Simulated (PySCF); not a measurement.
Problem. What does the BHandHLYP/def2-SV(P) structure of `C#CC(=C)OC(C)C` look like in three dimensions?

Solution. 
```
atom  x, y, z in Å
C1     2.3310    2.9762   -0.0855
C2     1.8477    1.8825    0.0134
C3     1.2690    0.5707    0.1323
C4     2.0415   -0.5136    0.2577
O5    -0.0729    0.6205    0.1073
C6    -0.8510   -0.5575    0.2252
C7    -2.2031   -0.1192    0.7476
C8    -0.9453   -1.2724   -1.1116
H9     2.7622    3.9489   -0.1725
H10    3.1177   -0.3891    0.2804
H11    1.6437   -1.5187    0.3357
H12   -0.3817   -1.2146    0.9672
H13   -2.0964    0.3780    1.7169
H14   -2.6677    0.5864    0.0501
H15   -2.8675   -0.9819    0.8666
H16   -1.5327   -2.1921   -1.0116
H17   -1.4358   -0.6249   -1.8471
H18    0.0430   -1.5390   -1.4981
```

Any rigid rotation of these coordinates is as good. Atoms count from 1 in this order. O5 (ether oxygen) is bent (angle 121.1°). Of the pairs four or more bonds apart, H11···H12 is among the closest relative to their van der Waals radii: 2.14 Å, 89 % of the sum of Bondi's values. The 5 C–C bonds span 1.200 Å (C1≡C2, drawn triple) to 1.519 Å (C6–C8, drawn single), a spread of 0.319 Å. The C–O distances run from 1.343 Å (C3–O5, drawn single) to 1.417 Å (O5–C6, drawn single), a spread of 0.074 Å.

Bonds between heavy atoms (Å): C1≡C2 1.200, C2–C3 1.439, C3=C4 1.337, C3–O5 1.343, O5–C6 1.417, C6–C7 1.514, C6–C8 1.519.

Computed, not measured: PySCF 2.14.0, BHandHLYP/def2-SV(P) geometry optimisation, gas phase.

Point group: C1 (no symmetry element, even within 0.4 Å). No BHandHLYP/def2-SV(P) frequencies stand behind this structure, so it isn't proved a minimum. One conformer, not necessarily the lowest (C2–C3–O5–C6 -179°, C3–O5–C6–C7 156°).
